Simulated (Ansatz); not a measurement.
```yaml
crystal:
  periodic: [false, false, false]
  atoms:
    - {symbol: B, position_ang: [-0.667241, 2.296528, 0.590649]}
    - {symbol: O, position_ang: [0.068559, 1.169381, 0.278393]}
    - {symbol: Al, position_ang: [0.930511, -0.224599, -0.145457]}
    - {symbol: C, position_ang: [-0.046928, -1.861611, -0.454758]}
    - {symbol: H, position_ang: [-1.069264, 2.965816, -0.273792]}
    - {symbol: H, position_ang: [-0.849826, 2.475702, 1.714350]}
    - {symbol: H, position_ang: [2.430607, -0.025205, -0.282444]}
    - {symbol: H, position_ang: [-1.107341, -1.754248, -0.295200]}
    - {symbol: H, position_ang: [0.308369, -2.669917, 0.205616]}
    - {symbol: H, position_ang: [0.118148, -2.226501, -1.495200]}
basis:
  gaussian: {orbitals: aug-pcseg-2, point_charges: [{charge: -1.00, position_ang: [6.805, 0.330, -0.456]}]}
hamiltonian: {xc: {name: B3LYP5}}
accuracy: high
output: {forces: true}
```

```sh
$ ansatz run in.yaml --threads 2 --pin off --events-out ev --progress --plain --max-ram 4352MiB
```

It prints (some lines left out):

```
Functional definition: B3LYP5
  name "B3LYP5"
  cite "Stephens, Devlin, Chabalowski & Frisch, J. Phys. Chem. 98, 11623 (1994) doi:10.1021/j100096a001"
  cite "Becke, Phys. Rev. A 38, 3098 (1988) doi:10.1103/PhysRevA.38.3098"
  cite "Lee, Yang & Parr, Phys. Rev. B 37, 785 (1988) doi:10.1103/PhysRevB.37.785"
  cite "Vosko, Wilk & Nusair, Can. J. Phys. 58, 1200 (1980) doi:10.1139/p80-159"
  parameter a0 = 0.2
  parameter ax = 0.72
  parameter ac = 0.81
  exchange = (1 - a0 - ax)*slater_x + ax*b88_x + a0*exact_x
  correlation = (1 - ac)*vwn5_c + ac*lyp_c
4979 factors; integrals over basis functions are off by at most 3.7e-9 eV
mean field evaluation 1: about -10442.2168 eV, gradient 8.5e1 eV
mean field evaluation 2: about -10408.4381 eV, gradient 1.5e2 eV
mean field evaluation 4: about -10456.1823 eV, gradient 1.0e1 eV
mean field evaluation 8: about -10456.5036 eV, gradient 4.6e-1 eV
mean field evaluation 16: about -10456.5041 eV, gradient 2.7e-5 eV
mean field -10456.50410633 eV, -384.2694382346 hartree, gradient 7.6e-8 eV, S^2 0.000000; 0 other end points of the search recorded, 0 dependent functions left out
the calculation of the forces begins
reference -10456.50415966 eV, -384.2694401943 hartree; 19, 19 occupied and 307, 307 virtual orbitals, 4979 factors
Total energy: -10456.50415966 eV, -384.2694401943 hartree
Atom 0 at    -0.667241     2.296528     0.590649 Å, force     1.634089    -2.556827    -0.797416 eV/Å
Atom 1 at     0.068559     1.169381     0.278393 Å, force    -1.312543     1.689782     0.327728 eV/Å
Atom 2 at     0.930511    -0.224599    -0.145457 Å, force    -0.135742     0.139461    -0.010087 eV/Å
Atom 3 at    -0.046928    -1.861611    -0.454758 Å, force     0.388470    -0.696529    -0.428067 eV/Å
Atom 4 at    -1.069264     2.965816    -0.273792 Å, force    -0.299011     0.538488    -0.520775 eV/Å
Atom 5 at    -0.849826     2.475702     1.714350 Å, force    -0.328795     0.462557     1.075037 eV/Å
Atom 6 at     2.430607    -0.025205    -0.282444 Å, force     0.699218     0.008346    -0.062307 eV/Å
Atom 7 at    -1.107341    -1.754248    -0.295200 Å, force    -0.479694     0.009559     0.005527 eV/Å
Atom 8 at     0.308369    -2.669917     0.205616 Å, force    -0.051033     0.198510    -0.163264 eV/Å
Atom 9 at     0.118148    -2.226501    -1.495200 Å, force    -0.114662     0.217283     0.573938 eV/Å
Dipole moment:     0.227366    -0.257740    -0.071767 e Å
```

Hardware: 2 threads of an Arm Neoverse V1 on a shared host. Wall time 82 s, peak host memory 3.4 GiB.
